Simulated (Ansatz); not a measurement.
Input for Ansatz (a program for electronic structure): U-CCSD(T)/cc-pVQZ on NH2 (SMILES [NH2+]), 2S+1 = 3, a spin state set in the input, which need not be the lowest, at the other state's geometry. Charge +1.

Ansatz 0.2 input:
```yaml
crystal:
  periodic: [false, false, false]
  atoms:
    - {symbol: N, position_ang: [-0.00035518, 0.13719546, 0.02231484]}
    - {symbol: H, position_ang: [-0.84942901, -0.48238715, -0.07809730]}
    - {symbol: H, position_ang: [0.85191529, -0.47798105, -0.07810655]}
basis:
  gaussian:
    orbitals: cc-pVQZ
total_charge: 1
magnetization: {spin_polarized: true, initial_magnetization: 2}
correlation: {method: ccsd_t, electrons: outside_noble_gas}
scf: {omitted_lower_state_checks: [cluster_reference]}
```

The log:

```
WARN ansatz: RAYON_NUM_THREADS=2 ignored (pool sized by the plan → 2); use --threads N
Functional definition: HF
these checks for a lower state are left out or cut short: cluster_reference
integrals: 0.26 GiB planned
675 factors; integrals over basis functions are off by at most 6.4e-4 eV
mean field: 0.21 GiB planned
mean field evaluation 1: about -1501.2856 eV, gradient 1.7e1 eV
mean field evaluation 2: about -1501.2864 eV, gradient 1.7e1 eV
mean field evaluation 4: about -1502.3631 eV, gradient 1.5e0 eV
mean field evaluation 8: about -1502.3940 eV, gradient 7.5e-4 eV
mean field -1502.39395578 eV, -55.2119595158 hartree, gradient 2.2e-6 eV, S^2 2.013882; 0 other end points of the search recorded, 0 dependent functions left out
1 core orbitals not correlated
reference -1502.39395578 eV, -55.2119595158 hartree; 4, 2 occupied and 110, 112 virtual orbitals, 675 factors
second order -3.89101508 eV of doubles, -0.00000000 eV of singles
coupled cluster: 0.66 GiB planned
cycle   1  -4.22043967 eV  change   -3.3e-1 eV  update   3.4e-2
cycle   2  -4.35139405 eV  change   -1.3e-1 eV  update   1.4e-2
cycle   3  -4.36089485 eV  change   -9.5e-3 eV  update   5.1e-3
cycle   4  -4.36245573 eV  change   -1.6e-3 eV  update   1.8e-3
cycle   5  -4.36276094 eV  change   -3.1e-4 eV  update   5.5e-4
cycle   6  -4.36288450 eV  change   -1.2e-4 eV  update   1.7e-4
cycle   7  -4.36293827 eV  change   -5.4e-5 eV  update   6.6e-5
cycle   8  -4.36293853 eV  change   -2.6e-7 eV  update   2.1e-5
cycle   9  -4.36293817 eV  change    3.6e-7 eV  update   6.2e-6
perturbative correction -0.10369920 eV, -0.0038108753 hartree
Total energy: -1506.86059315 eV, -55.3761054115 hartree
Checks for a lower state left out: cluster_reference
```

The calculation finished and met its thresholds.

Cost: about 8 core-seconds (a rough figure).
